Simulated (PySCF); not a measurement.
C3H8OSi, SMILES OC1([SiH3])CC1.

The structure is a stationary point at B3LYP-D3(BJ)/def2-SVP. The structure was generated by enumeration, and PubChem lists no compound with its InChIKey, so it may never have been made. One conformer was computed; it need not be the lowest.

All values below come from TDA-CAM-B3LYP/def2-SVPD (PySCF).

Vertical excitations. Isolated molecule, no solvent.

```json
[
 {"state": "S1", "energy (eV)": "6.61", "λ (nm)": "187", "f": "0.002", "main pairs": "HOMO→LUMO 85 %"},
 {"state": "S2", "energy (eV)": "7.44", "λ (nm)": "167", "f": "0.014", "main pairs": "HOMO−1→LUMO 88 %"},
 {"state": "S3", "energy (eV)": "7.68", "λ (nm)": "161", "f": "0.028", "main pairs": "HOMO→LUMO+2 87 %"},
 {"state": "S4", "energy (eV)": "7.74", "λ (nm)": "160", "f": "0.039", "main pairs": "HOMO→LUMO+3 48 %, HOMO→LUMO+1 29 %"},
 {"state": "S5", "energy (eV)": "7.88", "λ (nm)": "157", "f": "0.068", "main pairs": "HOMO→LUMO+4 31 %, HOMO→LUMO+3 28 %, HOMO→LUMO+1 20 %, HOMO→LUMO+5 10 %"},
 {"state": "S6", "energy (eV)": "8.13", "λ (nm)": "152", "f": "0.038", "main pairs": "HOMO→LUMO+5 69 %, HOMO→LUMO+4 14 %"},
 {"state": "S7", "energy (eV)": "8.25", "λ (nm)": "150", "f": "0.028", "main pairs": "HOMO→LUMO+4 32 %, HOMO→LUMO+1 24 %, HOMO−1→LUMO+2 12 %, HOMO−1→LUMO+3 9 %"},
 {"state": "S8", "energy (eV)": "8.27", "λ (nm)": "150", "f": "0.004", "main pairs": "HOMO−1→LUMO+2 65 %"},
 {"state": "S9", "energy (eV)": "8.33", "λ (nm)": "149", "f": "0.051", "main pairs": "HOMO−1→LUMO+1 38 %, HOMO−1→LUMO+3 33 %"},
 {"state": "S10", "energy (eV)": "8.46", "λ (nm)": "147", "f": "0.131", "main pairs": "HOMO−1→LUMO+3 35 %, HOMO−1→LUMO+4 19 %, HOMO−1→LUMO+1 14 %, HOMO−1→LUMO+2 13 %"},
 {"state": "T1", "energy (eV)": "6.34", "λ (nm)": "196", "f": "0", "main pairs": "HOMO→LUMO 78 %"},
 {"state": "T2", "energy (eV)": "7.19", "λ (nm)": "173", "f": "0", "main pairs": "HOMO−1→LUMO 77 %"},
 {"state": "T3", "energy (eV)": "7.36", "λ (nm)": "168", "f": "0", "main pairs": "HOMO→LUMO+2 39 %, HOMO→LUMO+3 17 %, HOMO→LUMO+1 17 %, HOMO→LUMO+4 8 %"},
 {"state": "T4", "energy (eV)": "7.42", "λ (nm)": "167", "f": "0", "main pairs": "HOMO→LUMO+3 43 %, HOMO→LUMO+1 15 %, HOMO→LUMO+5 12 %, HOMO→LUMO 8 %"}
]
```
Triplets are in the Tamm–Dancoff approximation.
